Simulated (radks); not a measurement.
Species: W V. Configuration: [Kr] 4d10 4f14 5s2 5p5 5d2 6s1 (not the ground configuration). Calculated with a radial shooting solver on a logarithmic mesh with Libxc functionals: Dirac Kohn-Sham, PBE, spin-unpolarised, spherical densities, finite nucleus; open shells are shared between the two j in proportion to 2j + 1; Fermi nuclear charge, rms radius 5.3658 fm.

Unscreened Slater integrals over Kohn-Sham orbitals (eV). Large and small components are both included. Empty in this configuration: 6p1/2.

integral,value
"F0(6s1/2,6s1/2)",10.197
"F0(6s1/2,5d5/2)",11.674
"G2(6s1/2,5d5/2)",2.9935
"F0(6s1/2,5d3/2)",11.735
"G2(6s1/2,5d3/2)",2.8348
"F0(6s1/2,4f7/2)",13.309
"G3(6s1/2,4f7/2)",0.54459
"F0(6s1/2,6p1/2)",9.5459
"G1(6s1/2,6p1/2)",6.4187
"F0(5d5/2,5d5/2)",15.129
"F2(5d5/2,5d5/2)",8.0310
"F4(5d5/2,5d5/2)",5.3717
"F0(5d5/2,5d3/2)",15.295
"F2(5d5/2,5d3/2)",8.1121
"G2(5d5/2,5d3/2)",8.1048
"G4(5d5/2,5d3/2)",5.4209
"F0(5d5/2,4f7/2)",19.238
"F2(5d5/2,4f7/2)",4.7902
"F4(5d5/2,4f7/2)",2.3060
"G1(5d5/2,4f7/2)",1.8448
"G3(5d5/2,4f7/2)",1.6435
"G5(5d5/2,4f7/2)",1.2905
"F0(5d5/2,6p1/2)",10.633
"G3(5d5/2,6p1/2)",1.7890
"F0(5d3/2,5d3/2)",15.468
"F2(5d3/2,5d3/2)",8.2048
"F0(5d3/2,4f7/2)",19.627
"F2(5d3/2,4f7/2)",5.0020
"G3(5d3/2,4f7/2)",1.7501
"G5(5d3/2,4f7/2)",1.3696
"F0(5d3/2,6p1/2)",10.679
"G1(5d3/2,6p1/2)",2.0258
"F0(4f7/2,4f7/2)",41.402
"F2(4f7/2,4f7/2)",20.035
"F4(4f7/2,4f7/2)",12.643
"F6(4f7/2,4f7/2)",9.1162
"F0(4f7/2,6p1/2)",11.925
"G4(4f7/2,6p1/2)",0.43468
"F0(6p1/2,6p1/2)",9.0384
